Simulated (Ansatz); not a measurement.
The cluster W3⁺, relaxed as a quartet with UKS PBE0-D4/def2-TZVP in Ansatz, starting from the PBE0-D4/def2-TZVP geometry of the charge +1 doublet. Force threshold 0.02 eV/Å.

In the def2 sets W takes a core potential; there is no spin–orbit coupling. The charge 1 quartet is spin-contaminated (final ⟨S²⟩ up to 4.85, 3.75 for a pure state). The relaxation made no stability test and no search for a lower SCF solution. At PBE0-D4/def2-TZVP a doublet of charge 1 lies 0.31 eV below the quartet, each at its own geometry. That doublet is doubtful there (⟨S²⟩ 1.55, where a pure state has 0.75). The structure comes from a short search, and lower isomers may exist.

Start:

```xyz
3

W     0.8043   -1.0656   -0.0610
W     0.4207    1.0893    0.5947
W    -1.2250   -0.0237   -0.5337
```

```
        step  energy (eV)  largest force component (eV/Å)  SCF passes
           1   -5463.9595                           1.059          99
           2   -5464.3534                           2.393          84
           3   -5464.4872                           1.315          48
4 (rejected)   -5464.4729                           1.909          48
           5   -5464.6152                           1.259          45
           6   -5464.6720                           0.306          45
           7   -5464.6742                           0.030          39
           8   -5464.6743                           0.007          41
```

Force components are those of the run's own axes.

End:

```xyz
3

W     0.9270   -1.0985   -0.0209
W     0.3989    1.0382    0.5659
W    -1.3259    0.0603   -0.5449
```

By distances, no bond broke or formed. The bond that changes most is W1–W3, from 2.33 to 2.59 Å (atoms count from 1).

No frequencies were taken in this run, so the end may be a saddle point.

It took 26 s on 4 threads of Arm Neoverse V2 on a shared host.
